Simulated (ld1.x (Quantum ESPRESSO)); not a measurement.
Pseudopotential generation for nickel (Ni): ultrasoft, LDA (PZ), scalar-relativistic.

* Element: Ni (Z = 28)
* Generator: ld1.x (Quantum ESPRESSO) 7.5
* Type: ultrasoft
* Functional: LDA (PZ)
* Relativity: scalar-relativistic
* Frozen core: [Ar]
* Valence charge: 10
* Reference configuration: 3d7 4s0 4p0 (charge +3)
* Partial waves: 4s (bound, empty): rcut 1.65, rcutus 1.95 bohr; 4s channel at -1.75 Ry: rcut 1.65, rcutus 1.95 bohr; 4p (bound, empty): rcut 1.35, rcutus 1.80 bohr; 4p channel at 1.65 Ry: rcut 1.35, rcutus 1.80 bohr; 3d (bound): rcut 1.25, rcutus 1.70 bohr; 3d channel at -2.75 Ry: rcut 1.25, rcutus 1.70 bohr; 4f channel at 0.45 Ry: rcut 1.95, rcutus 2.05 bohr; 4f channel at 1.25 Ry: rcut 1.95, rcutus 2.05 bohr
* Local potential: all-electron potential smoothed inside 1.90 bohr (lloc = -2)
* Core correction: a·sin(br)/r model core, default radius (core density twice the valence density)
* Augmentation charge: built from norm-conserving waves at rcut, not smoothed further

All-electron outer shells of the reference configuration (LDA (PZ), scalar-relativistic, ld1.x):

```tsv
shell	level (eV)	outermost node (bohr)	outermost maximum (bohr)
3p	-110.63	0.27	0.64
3d	-47.38	–	0.62
4s	-33.55	0.90	1.88
4p	-25.40	0.96	2.13
```

Q: Does the generator finish with these settings?

A: Yes, a potential is produced and its reference levels are reproduced.

Q: Estimate the cutoffs (Ry, on a coarse ladder) from which the occupation-weighted sum of valence levels, in a spherical-Bessel basis at the reference potential, stays within 10 and 1 mRy of its value at 400 Ry.

A: 35 Ry and 60 Ry.

Q: Does the potential have ghost states?

A: No extra level below or beside the all-electron valence levels (s, p, d, f tested).

Q: Is the overlap operator S = 1 + Σ q|β⟩⟨β| positive definite (Bessel basis up to 400 Ry)?

A: Yes: its lowest eigenvalue is 0.34 (s channel).

Its largest configuration-test error is -202 meV (3d8 4s0 4p0). 2 of 9 tests not solved or not reliable. Not counted: 3d6 4s0 4p0 (solver errors, printed error -511 eV); 3d9 4s0 4p0 (solver errors, printed error -920 eV).
